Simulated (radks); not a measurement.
Values are calculated unless marked as measured or tabulated.
Neutral mercury inside a hard spherical wall (all orbitals vanish at R), configuration held at [Hg] and not refilled when levels cross. Code: a radial shooting solver on a logarithmic mesh with Libxc functionals. Model: scalar-relativistic Kohn-Sham, PBE, spin-polarised, spherical densities, point nucleus. Eigenvalues in eV for spin up, with the zero of energy where the potential of the charges vanishes at infinity; a dash marks a level that is unbound or too diffuse for the functional's potential to be trusted. A positive occupied level is held by the wall or, in an anion where self-interaction has pushed it up, behind a barrier. The pressure on the wall is -dE/dV.

R (bohr),E (hartree),kinetic (hartree),e(4f),e(5p),e(5d),e(6s),"e(6p, empty)","e(7s, empty)",pressure (GPa)
free,-19622.7119,22034.723,-95.887,-66.516,-9.860,-6.817,-,-,0
10,-19622.7118,22034.724,-95.881,-66.509,-9.854,-6.811,-0.930,1.481,0.00233
8,-19622.7107,22034.736,-95.820,-66.448,-9.795,-6.753,-0.611,3.489,0.0576
6,-19622.6940,22034.866,-95.302,-65.936,-9.313,-6.226,0.799,10.012,1.61
5,-19622.6384,22035.213,-94.210,-64.883,-8.342,-5.038,3.113,18.842,9.92
3.5,-19621.9633,22038.559,-86.945,-58.330,-2.218,3.860,16.916,61.241,242
3,-19620.8993,22043.255,-79.462,-52.015,4.098,14.406,31.726,100.16,873
2.5,-19617.8702,22055.794,-64.454,-39.932,17.337,39.146,64.406,177.08,3790
1.5,-19564.2970,22245.966,47.338,65.371,147.06,322.44,390.30,813.32,183000
